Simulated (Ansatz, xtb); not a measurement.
# Isomers of C3H5AlF2 in order of energy

5 gas-phase structures of C3H5AlF2, found in a search over its isomers (lower ones may exist). Each was relaxed with GFN2-xTB; where two conformers were screened, the lower at r2SCAN-D4/def2-SVP is listed:

A. `C/C=[CH]\[Al]([F])[F]`, a singlet
B. `C/C=[CH]/[Al]([F])[F]`, a singlet
C. `C=[C](C)[Al]([F])[F]`, a singlet
D. `[F][Al]([F])[CH]1CC1`, a singlet
E. `C=C[CH2][Al]([F])[F]`, a singlet

Question: Estimate their order in r2SCAN-D4/def2-SVP energy at these geometries, lowest first.

Answer: Calculated order at r2SCAN-D4/def2-SVP: B (0.0), A (1.0), C (1.4), E (3.4), D (7.5) kcal/mol. Less than 1 kcal/mol parts A and C, so the order within that pair means little.

Energies above the lowest of each column, in kcal/mol; the last columns are at B3LYP-D3(BJ)/def2-SVP geometries (a dash: not run or not comparable):

```json
{"structure": "B", "GFN2-xTB": "0.2", "HF/STO-3G": "2.6", "r2SCAN-D4/def2-SVP": "0.0", "B3LYP-D3(BJ)/def2-SVP": "0.3", "CCSD(T)/def2-SVP + ΔMP2/def2-TZVPP": "0.0"}
{"structure": "A", "GFN2-xTB": "0.0", "HF/STO-3G": "4.0", "r2SCAN-D4/def2-SVP": "1.0", "B3LYP-D3(BJ)/def2-SVP": "0.0", "CCSD(T)/def2-SVP + ΔMP2/def2-TZVPP": "0.8"}
{"structure": "C", "GFN2-xTB": "0.7", "HF/STO-3G": "3.9", "r2SCAN-D4/def2-SVP": "1.4", "B3LYP-D3(BJ)/def2-SVP": "2.9", "CCSD(T)/def2-SVP + ΔMP2/def2-TZVPP": "2.5"}
{"structure": "E", "GFN2-xTB": "3.4", "HF/STO-3G": "6.0", "r2SCAN-D4/def2-SVP": "3.4", "B3LYP-D3(BJ)/def2-SVP": "3.9", "CCSD(T)/def2-SVP + ΔMP2/def2-TZVPP": "4.2"}
{"structure": "D", "GFN2-xTB": "1.3", "HF/STO-3G": "0.0", "r2SCAN-D4/def2-SVP": "7.5", "B3LYP-D3(BJ)/def2-SVP": "10.4", "CCSD(T)/def2-SVP + ΔMP2/def2-TZVPP": "–"}
```

CCSD(T)/def2-SVP + ΔMP2/def2-TZVPP puts B lowest of those it was run on, with A within 1 kcal/mol; HF/STO-3G picks D. Flexible structures stand in one conformer each, not always the lowest. Frequencies (B3LYP-D3(BJ)/def2-SVP) were run for A, B, C, E alone. ΔMP2 is the change of the MP2 energy from the smaller to the larger basis.

Over these structures GFN2-xTB departs from r2SCAN-D4/def2-SVP by 1.8 kcal/mol on average once a common shift is removed. A GFN2-xTB relaxation took about 0.066 s and the r2SCAN-D4/def2-SVP energy about 2.3 s on a shared host (Ansatz 0.2.0, xtb 6.7.1).
